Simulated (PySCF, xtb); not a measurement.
GeH3O3, SMILES [OH][Ge]([OH])[OH], multiplicity 2. The values are those of a single conformer.

Harmonic wavenumbers (cm⁻¹) from GFN2-xTB run with xtb at its own minimum, in rising order: 151, 152, 215, 258, 259, 279, 473, 473, 484, 716, 748, 749, 3649, 3649, 3654.

What does B3LYP-D3(BJ)/def2-SVP (PySCF) give at its own minimum? (An estimate is asked for; the answer gives what the named calculation found.)

102, 102, 155, 251, 251, 263, 648, 678, 678, 850, 865, 865, 3816, 3817, 3819. Paired by order, the mean absolute difference is 109 cm⁻¹ and the zero-point energies are 22.7 and 24.5 kcal/mol.
